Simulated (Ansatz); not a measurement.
Job for Ansatz (a first-principles code): R-RI-MP2/def2-QZVPP on C2H6FIn (SMILES C[CH2][InH][F]), a point of a torsion scan. Elements past Kr take the def2 small-core potentials; no spin–orbit coupling. Files ending in .json are basis or fitting sets from the Basis Set Exchange. The run froze 12 orbitals, filled d shells among them.

Ansatz 0.2 input:
```yaml
crystal:
  periodic: [false, false, false]
  atoms:
    - {symbol: C, position_ang: [-0.92737371, 0.20822462, -0.61781681]}
    - {symbol: C, position_ang: [-0.67870282, -0.16558374, 0.83212542]}
    - {symbol: In, position_ang: [1.51912660, -0.41532392, 1.27780721]}
    - {symbol: F, position_ang: [2.03677743, -2.29670191, 0.95863414]}
    - {symbol: H, position_ang: [-0.48034353, -0.52771702, -1.28838661]}
    - {symbol: H, position_ang: [-2.00080261, 0.23700550, -0.81363097]}
    - {symbol: H, position_ang: [-0.51434166, 1.18995523, -0.85191455]}
    - {symbol: H, position_ang: [-1.09624745, 0.56909478, 1.51833742]}
    - {symbol: H, position_ang: [-1.07006336, -1.15812215, 1.06031331]}
    - {symbol: H, position_ang: [2.96091820, 0.41004758, 1.80058742]}
basis:
  gaussian:
    orbitals: def2-QZVPP.json
    fitting: {mean_field: def2-universal-JKFIT, correlation: def2-QZVPP-RIFIT.json}
magnetization: {spin_polarized: false}
correlation: {method: mp2, electrons: outside_noble_gas}
scf: {lower_state_search: off}
```

Output:

```
WARN ansatz: RAYON_NUM_THREADS=1 ignored (pool sized by the plan → 1); use --threads N
Functional definition: HF
these checks for a lower state are left out or cut short: stability, starts, cluster_reference, orbital_swaps, neighbouring_geometries, increment
integrals: 0.72 GiB planned
553 factors; integrals over basis functions are off by at most 2.9e0 eV
mean field: 1.11 GiB planned
mean field evaluation 1: about -10007.9424 eV, gradient 4.8e1 eV
mean field evaluation 2: about -10011.1881 eV, gradient 3.4e1 eV
mean field evaluation 4: about -10013.0044 eV, gradient 1.5e0 eV
mean field evaluation 8: about -10013.0117 eV, gradient 1.8e-6 eV
mean field -10013.01171617 eV, -367.9713935060 hartree, gradient 1.8e-6 eV, S^2 0.000000; 0 other end points of the search recorded, 0 dependent functions left out
12 core orbitals not correlated, not the lowest: weight in the atoms' cores, before any rotation towards them, 0.622 or more for the frozen orbitals, at most 0.467 for the correlated occupied ones
1035 factors; their error is unknown
reference -10013.01171617 eV, -367.9713935060 hartree; 12, 12 occupied and 409, 409 virtual orbitals, 1035 factors
second order -20.10122173 eV of doubles, -0.00000000 eV of singles
Total energy: -10033.11293790 eV, -368.7100997796 hartree
Checks for a lower state left out: stability, starts, cluster_reference, orbital_swaps, neighbouring_geometries, increment
```

Self-consistency was reached.

Cost: about 8 core-seconds (a rough figure).
